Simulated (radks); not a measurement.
Results of a calculation; reference values are marked as such.
Problem. These are the eigenvalues of the occupied orbitals of an atom or ion with whole-number occupations (eV). Code: a radial shooting solver on a logarithmic mesh with Libxc functionals. Model: Dirac Kohn-Sham, HCTH/407, spin-unpolarised, spherical densities, finite nucleus; Fermi nuclear charge, rms radius of each element as measured or else 0.836 A^(1/3) + 0.57 fm.

orbital  eigenvalue
1s1/2     -20898.27
2s1/2     -3027.184
2p1/2     -2797.154
2p3/2     -2678.892
3s1/2     -567.8277
3p1/2     -479.1401
3p3/2     -459.2830
3d3/2     -302.1519
3d5/2     -298.3159
4s1/2     -119.8384
4p1/2      -93.3519
4p3/2      -90.2317
4d3/2      -49.8287

Which element is it, and in what charge state? The configuration may be excited. Open shells, if any, fill j = l - 1/2 first.

Solution. Z = 43, technetium, charge +4: Tc4+ in [Kr] 4d3. The list shows which subshells hold electrons but not how many an open one holds; the 1s level, -768 hartree, gives Z - s = 39.2 by -(Z - s)^2/2, which with screening and relativity narrows Z to a few neighbours, and the depths of the outer levels then fix element, charge and occupations together.
